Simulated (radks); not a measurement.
The numbers below are computed, except where a source is named.
Isoelectronic series with 12 electrons, each ion in its NIST ground configuration. Code: a radial shooting solver on a logarithmic mesh with Libxc functionals. Model: scalar-relativistic Kohn-Sham, LDA (Slater exchange, Perdew-Wang correlation), spin-unpolarised, spherical densities, point nucleus. Total energies (hartree) and mean radii <r> (bohr):

ion,configuration,E (hartree),3s,2p,2s,1s
Hf60+,[Ne] 3s2,-10886.9702,0.1899,0.07049,0.07928,0.01898
Ta61+,[Ne] 3s2,-11225.4341,0.1866,0.06935,0.07789,0.01866
W62+,[Ne] 3s2,-11570.2670,0.1834,0.06825,0.07653,0.01834
Re63+,[Ne] 3s2,-11921.5565,0.1803,0.06718,0.07521,0.01803
Os64+,[Ne] 3s2,-12279.3934,0.1773,0.06614,0.07391,0.01773
Ir65+,[Ne] 3s2,-12643.8722,0.1743,0.06513,0.07265,0.01743
Pt66+,[Ne] 3s2,-13015.0912,0.1714,0.06414,0.07142,0.01714
Au67+,[Ne] 3s2,-13393.1528,0.1686,0.06318,0.07021,0.01686
Hg68+,[Ne] 3s2,-13778.1637,0.1658,0.06224,0.06904,0.01658
